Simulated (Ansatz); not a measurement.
Abridged output of a molecular run in Ansatz:

```
Functional definition: HF
1187 factors; integrals over basis functions are off by at most 1.0e-3 eV
mean field evaluation 1: about -12915.0239 eV, gradient 4.2e1 eV
mean field evaluation 2: about -12915.4044 eV, gradient 4.2e1 eV
mean field evaluation 4: about -12920.2313 eV, gradient 4.9e0 eV
mean field evaluation 8: about -12920.3421 eV, gradient 3.1e-1 eV
mean field -12920.34244294 eV, -474.8138270555 hartree, gradient 5.6e-6 eV, S^2 0.000000; 0 other end points of the search recorded, 0 dependent functions left out
9 core orbitals not correlated: weight in the atoms' cores, before any rotation towards them, 1.000 or more for the frozen orbitals, at most 0.000 for the correlated occupied ones
reference -12920.34244294 eV, -474.8138270555 hartree; 12, 12 occupied and 173, 173 virtual orbitals, 1187 factors
second order -21.26961411 eV of doubles, -0.00000000 eV of singles
cycle   1  -20.76504278 eV  change    5.0e-1 eV  update   1.3e-1
cycle   2  -21.52661426 eV  change   -7.6e-1 eV  update   4.0e-2
cycle   3  -21.68021206 eV  change   -1.5e-1 eV  update   1.7e-2
cycle   4  -21.67948343 eV  change    7.3e-4 eV  update   4.7e-3
cycle   5  -21.68511462 eV  change   -5.6e-3 eV  update   2.1e-3
cycle   6  -21.68636008 eV  change   -1.2e-3 eV  update   4.6e-4
cycle   7  -21.68639118 eV  change   -3.1e-5 eV  update   1.7e-4
cycle   8  -21.68646263 eV  change   -7.1e-5 eV  update   4.6e-5
cycle   9  -21.68648832 eV  change   -2.6e-5 eV  update   1.9e-5
perturbative correction -1.13816403 eV, -0.0418267566 hartree
Total energy: -12943.16709529 eV, -475.6526175583 hartree
```

Its atoms:

```xyz
7

N    -0.0388    2.6677    0.3443
C    -0.1748    1.5254    0.3031
Si   -0.4273   -0.2959    0.2625
C     0.9238   -1.0066   -0.7633
N     1.7592   -1.4762   -1.4011
H    -0.3202   -0.8269    1.6333
H    -1.7220   -0.5876   -0.3788
```

Question: Which basis set was used?
A. def2-TZVPPD
B. cc-pV(Q+d)Z
C. def2-SVPD
D. def2-TZVPP

Answer: D. It gives 194 functions.

Question: Write the keys of the input that set method, charge and spin (a neutral closed shell needs none for the last two).

Answer: 
```yaml
correlation: {method: ccsd_t}
```
